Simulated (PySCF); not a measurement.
## Correlation energy of Nb⁻ (niobium, charge -1)

[Kr] 4d4 5s2, high-spin 5D determinant. Calculation: PySCF 2.14, in def2-TZVPPD with the def2 core potential (28 electrons) (6s4p3d2f1g, 56 functions); scalar relativity through the core potential. Frozen: nothing; 14 electrons correlated.

MP2 pair energies summed by pair of shells (mhartree):

```json
{"pair": "4p-4d", "energy": "-107.06", "share (%)": "31.4"}
{"pair": "4p-4p", "energy": "-89.18", "share (%)": "26.2"}
{"pair": "4d-4d", "energy": "-35.17", "share (%)": "10.3"}
{"pair": "4d-5s", "energy": "-32.84", "share (%)": "9.6"}
{"pair": "4s-4p", "energy": "-27.65", "share (%)": "8.1"}
{"pair": "4p-5s", "energy": "-15.97", "share (%)": "4.7"}
{"pair": "5s-5s", "energy": "-15.91", "share (%)": "4.7"}
{"pair": "4s-4d", "energy": "-11.10", "share (%)": "3.3"}
{"pair": "4s-4s", "energy": "-4.95", "share (%)": "1.5"}
{"pair": "4s-5s", "energy": "-0.73", "share (%)": "0.2"}
```

Total MP2 correlation energy: -340.55 mhartree.

Same-spin part -118.67 and opposite-spin part -221.88 mhartree; SCS-MP2 scales them by 1/3 and 6/5 to -305.82 mhartree.

The basis has no tight functions for the innermost shells, so their pair energies are far from complete.

The Hartree-Fock reference does not bind the outermost electron (its level is positive or very diffuse), so these energies belong to a reference that the basis holds together.

This basis was not built for core-valence correlation, so the inner-shell part is incomplete.
